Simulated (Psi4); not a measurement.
H₂AlO₂ (SMILES [OH][Al+][OH]), charge +1, singlet, geometry from GFN2-xTB (such geometries of metal compounds can be far from the true shape). Base run: BLYP/def2-SV(P) (Psi4).

The Psi4 input:
```
memory 2 GB

molecule mol {
1 1
  Al    0.001321    0.023369    0.005604
  O     1.237463    0.111111   -1.016951
  H     1.881588    0.603802   -1.537268
  O    -1.244159   -0.229572    0.988542
  H    -1.845195    0.040093    1.691683
}

set basis def2-sv(p)
set reference rks

energy('blyp')
print_variables()
```

Variants of this job, named by their change:

```csv
change,E (Eh),core-seconds (rough)
base,-393.64492,6
functional = bhhlyp,-393.59243,4
functional = hse06,-393.41443,10
functional = wb97x,[?],5
functional = wb97m-v,-393.60624,60
functional = dsd-pbep86,-393.12057,6
functional = wb97x-v,-393.56805,50
functional = b3lyp,-393.68194,6
functional = m06-l,-393.63917,7
functional = tpssh,-393.66863,10
functional = pw6b95,[?],8
functional = bp86,[?],5
functional = x3lyp,[?],6
```

### Question
Fill in the missing entries.

### Answer

- functional = wb97x, E (Eh): -393.61877
- functional = pw6b95, E (Eh): -394.05337
- functional = bp86, E (Eh): -393.67855
- functional = x3lyp, E (Eh): -393.59267

Totals shift with the method and basis; they matter in differences.
